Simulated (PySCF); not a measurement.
Electron correlation in Ca²⁺ (calcium, charge +2)

[Ar], closed-shell 1S. Calculation: PySCF 2.14, in def2-SVP; the non-relativistic Hamiltonian (point nucleus). Frozen: [Ne] 3s2; 6 electrons correlated.

Total MP2 correlation energy: -82.82 mhartree.

Same-spin part -26.37 and opposite-spin part -56.45 mhartree; SCS-MP2 scales them by 1/3 and 6/5 to -76.53 mhartree.

```json
{"level": "CCSD", "correlation energy (mhartree)": "-93.58"}
{"level": "(T)", "correlation energy (mhartree)": "-0.04"}
{"level": "CCSD(T)", "correlation energy (mhartree)": "-93.62"}
```

Diagnostics: T1 = 0.00051, D1 = 0.0007, largest double amplitude 0.028.

Cost of the coupled-cluster step: 0.07 s of wall time on 1 thread of Neoverse-V1 (shared host), for 6 correlated electrons.
